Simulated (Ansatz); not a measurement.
CH₄F₂GeO₂ (SMILES C[O][Ge]([OH])([F])[F]), singlet, at a GFN2-xTB geometry, with bond 9-1 at 1.4 times its length; CASSCF(2,4)/STO-3G (Ansatz, a first-principles code).

Here is a job for Ansatz.
Ansatz 0.2 input:
```yaml
crystal:
  periodic: [false, false, false]
  atoms:
    - {symbol: C, position_ang: [-2.33129374, -0.33590795, 0.91372663]}
    - {symbol: O, position_ang: [-1.27184066, 0.50205532, 0.44387401]}
    - {symbol: Ge, position_ang: [0.26926666, 0.04403082, -0.08460113]}
    - {symbol: O, position_ang: [1.09359928, -1.04819646, 0.92497678]}
    - {symbol: F, position_ang: [1.12854884, 1.49618845, -0.26201991]}
    - {symbol: F, position_ang: [0.28048922, -0.61465016, -1.67869182]}
    - {symbol: H, position_ang: [-1.99605163, -0.98224799, 1.72533238]}
    - {symbol: H, position_ang: [-2.73307158, -0.94705027, 0.10477048]}
    - {symbol: H, position_ang: [-3.40910102, 0.61569554, 1.42419081]}
    - {symbol: H, position_ang: [1.94609728, -1.37276425, 0.63202853]}
basis:
  gaussian:
    orbitals: STO-3G
hamiltonian:
  xc: hf
magnetization: {spin_polarized: false}
correlation: {active_space: {window: {electrons: 2, orbitals: 4}}}
```

Q: What does Ansatz print? Leave out banner, timings and long lists.

A: 
```
Functional definition: HF
610 factors; integrals over basis functions are off by at most 3.3e-5 eV
mean field evaluation 1: about -66261.3202 eV, gradient 3.1e1 eV
mean field evaluation 2: about -66261.4771 eV, gradient 3.1e1 eV
mean field evaluation 4: about -66265.6330 eV, gradient 2.1e0 eV
mean field evaluation 8: about -66265.6575 eV, gradient 4.4e-5 eV
mean field -66265.65746861 eV, -2435.2179954954 hartree, gradient 1.3e-6 eV, S^2 0.000000; 0 other end points of the search recorded, 0 dependent functions left out
reference -66265.65746861 eV, -2435.2179954954 hartree; 38, 38 occupied and 9, 9 virtual orbitals, 610 factors
state -66266.74691275 eV, -2435.2580318291 hartree
Total energy: -66266.74691275 eV, -2435.2580318291 hartree
```
